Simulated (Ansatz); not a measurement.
Consider the ligand exchange at the In–O bond: `[CH3][In]([CH3])[O][SiH3]` + H–F → `[CH3][In]([CH3])[F]` + `O[SiH3]`.

Gas-phase electronic energies from Ansatz, PBE0-D4/def2-TZVP geometries. CCSD(T)/CBS is the MP2 limit (def2-TZVPP, def2-QZVPP) plus CCSD(T) − MP2 in def2-TZVPP, frozen cores. This one scheme is used for every species. DFT in def2-TZVPP. Elements past krypton have def2 core potentials. For In outer-core shells are correlated without core-valence functions, which leaves a few kJ/mol of doubt a bond. Each species was taken in one conformer, which may not be the lowest.

`[CH3][In]([CH3])[O][SiH3]`:

```xyz
14

C     0.389   -0.589   -2.670
In    0.530   -0.092   -0.602
C     1.942    0.376    0.930
O    -1.343   -0.052    0.142
Si   -2.089    0.186    1.555
H     0.907    0.149   -3.284
H    -0.665   -0.618   -2.942
H     0.838   -1.565   -2.856
H     1.659   -0.148    1.843
H     2.957    0.102    0.646
H     1.906    1.449    1.127
H    -3.027   -0.932    1.865
H    -2.880    1.453    1.549
H    -1.123    0.280    2.696
```

H–F:

```xyz
2

F    -0.335    0.180    0.258
H     0.335   -0.180   -0.258
```

`[CH3][In]([CH3])[F]`:

```xyz
10

C    -1.814    0.241    0.919
In    0.093    0.366   -0.024
C     1.678   -0.770   -0.885
F     0.584    2.280   -0.147
H    -2.161   -0.787    1.017
H    -1.742    0.698    1.907
H    -2.530    0.814    0.329
H     1.483   -1.841   -0.856
H     1.811   -0.450   -1.920
H     2.597   -0.552   -0.339
```

`O[SiH3]`:

```xyz
6

O     1.278   -0.091    0.027
Si   -0.368   -0.140   -0.041
H     1.694    0.751    0.212
H    -0.983    0.274    1.250
H    -0.721   -1.546   -0.339
H    -0.900    0.752   -1.108
```

(1) Is it downhill or uphill in electronic energy at CCSD(T)/CBS, and by how much? (Best estimate.)

(2) What do these levels give: BLYP, PBE0, r2SCAN0, BHLYP, LC-ωPBE, HF/CBS(def2)? (Estimate.)

Largest T1 diagnostic among the species: 0.014.

## Answers

(1) Computed: Downhill: ΔE = -2.6 kcal/mol.

(2) Ansatz gave: BLYP -8.9, PBE0 -6.1, r2SCAN0 -5.4, BHLYP -6.8, LC-ωPBE -7.0, HF/CBS(def2) -6.6 kcal/mol.

Leaving LDA and LC-ωPBE aside and taking each functional with its dispersion term where it has one, the values, not all of them listed here, spread over 2.4 kcal/mol, from BLYP-D4 to PBE-QIDH. LDA lies +2.1 kcal/mol from PBE without D4. In def2-TZVPP, CCSD(T) changes the Hartree–Fock value by +4.1 kcal/mol (the triples alone add +0.5 kcal/mol) and MP2 by +4.8 kcal/mol. From r2SCAN to r2SCAN0 (25 % exact exchange), in def2-TZVPP and without D4, ΔE moves by +0.8 kcal/mol.
